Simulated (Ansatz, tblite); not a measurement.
Cost and result up the ladder for Zn4O4H14 (22 atoms). The state is a singlet with charge 0. Geometry: r2SCAN-D4/def2-SVP.

```xyz
22

Zn    0.0200    1.8552    1.2955
O    -2.0446   -0.2775   -0.6010
Zn    0.7784    2.1293   -1.2839
O     1.8116    1.3582    0.2279
O     0.6175   -1.3751   -0.4779
Zn   -1.1772   -2.1587   -0.5065
Zn    1.4227   -0.4710    1.0833
O    -1.3953   -1.9774    1.5799
H    -0.6547    1.8266   -0.4203
H    -0.1239    3.1603    2.1137
H    -1.4534    0.5181   -0.5613
H    -2.7664   -0.0552   -1.2034
H     0.6365    0.4801   -2.6982
H     1.2312    3.0517   -2.4307
H     2.6512    1.7707    0.4753
H     0.6016   -0.0101   -2.1006
H     1.2676   -1.9307   -0.9294
H    -1.7926   -3.3516   -1.2673
H    -0.1375    0.2280    1.7091
H     2.4405   -1.1245    2.0601
H    -1.0595   -1.0741    1.7967
H    -0.8737   -2.5722    2.1389
```

Ansatz on 2 threads of AMD EPYC 7R13 on a shared host and a share (18 GiB) of an NVIDIA H100 80GB HBM3; xTB runs through tblite on one thread. Times are rough, summed over both states, and most runs start from the orbitals of an earlier one. ωB97M-V/def2-TZVP serves as the yardstick here, not as an exact answer. The other state is a doublet.

The xTB rows come from tblite. In the singlet geometry the species has come apart into loosely held pieces. In the singlet, H13 and H16 lie 0.77 Å apart (atoms count from 1), so H2 has formed as a molecule. In the doublet geometry the species has come apart into loosely held pieces.

Run but left out: PBE-D4/def2-TZVP (charge +1 doublet: an occupied level 0.00 eV above an empty one).

Raw xTB energies of ions are shifted by several eV.

```
                          level  functions  wall time
                       GFN2-xTB         46    0.023 s
                       GFN1-xTB         60    0.036 s
PBE0-D4/def2-TZVP (with forces)        400       26 s
              ωB97M-V/def2-TZVP        400       40 s
```

(1) Estimate what each level gives for the vertical IE (eV).

Answers

(1) 
```
                          level  vertical IE (eV)  difference from ωB97M-V/def2-TZVP (eV)
                       GFN2-xTB             13.04                                    3.30
                       GFN1-xTB             12.65                                    2.91
PBE0-D4/def2-TZVP (with forces)              9.15                                   -0.59
              ωB97M-V/def2-TZVP              9.74                                    0.00
```
